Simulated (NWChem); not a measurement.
System: BSi2H7; SMILES [SiH3]B[SiH3]

NWChem input:

```
start job
memory heap 200 mb stack 900 mb global 1100 mb
geometry units angstroms noautoz
  B     -0.753472    -0.000545     0.298301
  H     -1.883291    -0.008171     0.732718
  Si     0.117443    -1.762112    -0.136817
  H      0.724250    -2.211598     1.164059
  H      1.226782    -1.657035    -1.136013
  H     -0.835089    -2.824863    -0.587288
  Si     0.163865     1.773048     0.045718
  H      1.657995     1.685537     0.044221
  H     -0.254174     2.826790     1.022722
  H     -0.262158     2.223307    -1.324771
end
basis spherical
  * library def2-svp
end
dft
  xc xpbe96 cpbe96
  iterations 150
  vectors input atomic output neutral.movecs
end
task dft energy
charge 1
dft
  odft
  mult 2
  vectors input atomic output cation.movecs
end
task dft energy
```

Structure relaxed at the PBE0/def2-SVP level.

Ions are spin-unrestricted doublets at the neutral geometry; other ion states weren't tried.

**Question.** Predict the main results of this run. (PBE/def2-SVP, vertical spin-unrestricted ions.) Quantities: vertical ionisation energy, ΔSCF (eV); −ε(HOMO) (eV).

**Answer.** 
```yaml
vertical ionisation energy, ΔSCF (eV): 9.76
"−ε(HOMO) (eV)": 6.85
```
